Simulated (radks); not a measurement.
Values are calculated unless marked as measured or tabulated.
Ionisation of Au, [Xe] 4f14 5d10 6s1, to Au+, [Xe] 4f14 5d10, under several functionals. Scalar-relativistic Kohn-Sham, spin-polarised, spherical densities, point nucleus; open shells are filled with parallel spins first (spin-orbit coupling, left out, can overturn this in heavy ions); a radial shooting solver on a logarithmic mesh with Libxc functionals.

functional                                        E(Au) (hartree)  Exc (hartree)  IE (eV)  -e(HOMO) (eV)  <r> HOMO (bohr)  IE error (eV)
LDA (Slater exchange, Perdew-Zunger correlation)      -19001.3770      -351.8183    9.908          6.326            2.829         +0.683
AM05                                                  -19001.8008      -352.2566    9.580          6.082            2.834         +0.355
exchange-only PBE                                     -19007.0750      -357.4096    8.958          5.485            2.930         -0.267
PBEsol                                                -19006.6209      -357.0425    9.631          6.136            2.835         +0.406
PBE                                                   -19011.8774      -362.2908    9.587          6.082            2.855         +0.361
SOGGA                                                 -19006.0048      -356.4246    9.510          6.028            2.842         +0.284
LDA (Slater exchange, Perdew-Wang correlation)        -19001.3701      -351.8116    9.912          6.338            2.828         +0.686

NIST Atomic Spectra Database: 9.226 eV (measured). Closest: exchange-only PBE. The Delta-SCF values span 0.95 eV, the total energies 10.51 hartree. The highest occupied level is 6s.
